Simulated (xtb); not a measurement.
xtb input (GFN2-xTB):

```bash
xtb mol.xyz --gfn 2 --ohess tight --chrg 1 --uhf 0
```
mol.xyz:
```
9

O     -1.41757748    -0.67776909    -0.57420371
B     -0.38546500    -0.01291196    -0.13346998
O     -0.97245437     1.24007974     0.50800986
P      1.45127025    -0.41990727     0.13674029
H     -1.30872288    -1.58471186    -1.02652814
H     -1.92251413     1.42722588     0.41885047
H     -0.43399464     1.95985441     0.86238009
H      1.59653032    -0.92321137    -1.13252563
H      1.89489524     0.90816052    -0.13475985
```

End of the output:

```
optimized geometry written to: xtbopt.xyz

           -------------------------------------------------
          | TOTAL ENERGY              -14.029267273065 Eh   |
          | TOTAL ENTHALPY            -13.963332180054 Eh   |
          | TOTAL FREE ENERGY         -13.999616626380 Eh   |
          | GRADIENT NORM               0.000168163875 Eh/α |
          | HOMO-LUMO GAP               4.041810988033 eV   |
           -------------------------------------------------

------------------------------------------------------------------------
------------------------------------------------------------------------
 total:
 SCF:
 ANC optimizer:
 analytical hessian:
```

It need not be the lowest isomer of its formula.
